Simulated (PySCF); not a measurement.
B(Cl)(F)(NHMe) (CH4BClFN), SMILES FB(Cl)NC.

Geometry optimised at PBE-D3(BJ)/def2-SVP. The structure was generated by enumeration, and PubChem lists no compound with its InChIKey, so it may never have been made. Other conformers were not sampled.

All values below come from PBE-D3(BJ)/def2-SVP (PySCF).

Frequencies are harmonic and unscaled.

Estimate the vibrational spectrum. (An estimate is asked for; the answer gives what the named calculation found.)


| mode | ν (cm⁻¹) | IR (km/mol) | moving atoms (share of kinetic energy) |
|---|---|---|---|
| 1 | 143 | 0.0 | H 94 % |
| 2 | 151 | 0.7 | N 40 %, H 26 %, C 18 %, Cl 9 % |
| 3 | 197 | 0.5 | F 29 %, C 25 %, H 19 %, Cl 12 %, B 9 % |
| 4 | 323 | 7.8 | F 41 %, C 18 %, Cl 16 %, N 13 % |
| 5 | 423 | 2.3 | Cl 49 %, F 16 %, N 15 %, C 12 % |
| 6 | 554 | 4.8 | B 79 % |
| 7 | 606 | 92.6 | H 84 %, N 12 % |
| 8 | 700 | 23.7 | N 34 %, F 31 %, H 13 %, B 12 %, Cl 9 % |
| 9 | 1035 | 59.8 | B 35 %, C 30 %, N 16 %, H 16 % |
| 10 | 1065 | 34.2 | H 66 %, B 9 %, C 9 %, N 8 % |
| 11 | 1104 | 0.1 | H 75 %, C 19 % |
| 12 | 1173 | 200.2 | H 33 %, B 25 %, N 18 %, C 17 % |
| 13 | 1342 | 111.6 | H 51 %, B 34 % |
| 14 | 1401 | 58.5 | H 76 %, C 16 % |
| 15 | 1420 | 6.0 | H 97 % |
| 16 | 1427 | 19.0 | H 88 % |
| 17 | 1536 | 300.6 | N 39 %, B 36 %, H 23 % |
| 18 | 2950 | 61.9 | H 97 % |
| 19 | 3015 | 26.1 | H 90 %, C 10 % |
| 20 | 3087 | 4.7 | H 91 %, C 9 % |
| 21 | 3547 | 33.0 | H 93 % |
